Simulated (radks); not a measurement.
The ruthenium ion Ru14+, configuration [Ar] 3d10 4s2 (the NIST ground configuration). Calculated with a radial shooting solver on a logarithmic mesh with Libxc functionals: Dirac Kohn-Sham, PBE, spin-unpolarised, spherical densities, finite nucleus; Fermi nuclear charge, rms radius 4.4809 fm.

Normalised radial functions P(r) = r R(r) (large component), r in bohr:

r          2p3/2
0.001142  0.0031
0.001287  0.0039
0.001463  0.0050
0.00165   0.0063
0.001875  0.0081
0.002114  0.0102
0.002403  0.0131
0.002709  0.0165
0.003079  0.0210
0.003472  0.0264
0.003946  0.0336
0.004449  0.0422
0.005056  0.0536
0.005701  0.0670
0.006479  0.0848
0.007306  0.1055
0.008303  0.1329
0.009362  0.1646
0.01064   0.2062
0.012     0.2537
0.01363   0.3153
0.01537   0.3849
0.01747   0.4738
0.0197    0.5724
0.02239   0.6959
0.02525   0.8299
0.02869   0.9933
0.03235   1.1653
0.03677   1.3674
0.04146   1.5712
0.04712   1.7983
0.05312   2.0130
0.06038   2.2331
0.06808   2.4189
0.07737   2.5801
0.08724   2.6817
0.09915   2.7227
0.1118    2.6872
0.1271    2.5649
0.1433    2.3731
0.1628    2.0973
0.1836    1.7904
0.2086    1.4380
0.2352    1.1110
0.2674    0.7926
0.3015    0.5410
0.3426    0.3329
0.3863    0.1947
0.4391    0.0997
0.495     0.0481
0.5626    0.0196
0.6344    0.0074
0.721     0.0023
0.8129    0.0006
0.9239    0.0001
1.042     0.0000
1.184     0.0000
1.335     0.0000
1.517     0.0000
1.711     0.0000
1.944     0.0000
2.192     0.0000
2.491     0.0000
2.809     0.0000

2p3/2: eigenvalue -3100.5 eV, 0 radial nodes, <r> = 0.128 bohr, 90 % of the charge inside 0.209 bohr.
